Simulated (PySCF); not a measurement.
H2S2, SMILES SS. Coordinates come from a PBE0-D3(BJ)/def2-TZVP optimisation.

TDDFT-CAM-B3LYP/def2-TZVPD run with PySCF puts the lowest singlet excitations at 4.88, 4.88, 5.95, 5.99, 6.76, 6.77 eV.

Question: What are the lowest excitation roots from ADC(2)/aug-cc-pVDZ run with PySCF? (An estimate is asked for; the answer gives what the named calculation found.)

Answer: 5.15, 5.16, 5.94, 5.98, 6.86, 6.86 eV. S1 differs by 0.27 eV (second minus first; roots are paired by order, and the bases may differ).
